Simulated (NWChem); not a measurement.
# C2H7InO; SMILES [CH3][In]([CH3])[OH]

```xyz
11

In     0.0073    -0.0055     0.0015
C     -0.7818    -2.0178     0.0001
H     -0.4430    -2.5493    -0.9018
H     -1.8806    -2.0126     0.0182
H     -0.4131    -2.5626     0.8820
C     -0.8481     1.9679     0.0025
H     -1.3904     2.1497    -0.9373
H     -0.0373     2.7030     0.0982
H     -1.5538     2.0910     0.8369
O      2.0183     0.1558    -0.0009
H      2.4862    -0.6856    -0.0074
```
Atoms are numbered in this order, from 1.

Results from NWChem. STO-3G and 3-21G are far too small for this property and stand as cheap habits. The geometry was optimised at PBE0/def2-SVP (def2 core potentials past Kr). No frequency run checked for a minimum. Field at 589 nm.

**Question.** Estimate the computed values for B3LYP/STO-3G (all-electron, non-relativistic). Quantities: isotropic polarisability (bohr³); anisotropy (bohr³).

**Answer.** 
```yaml
isotropic polarisability (bohr³): 33.5
anisotropy (bohr³): 14.2
```
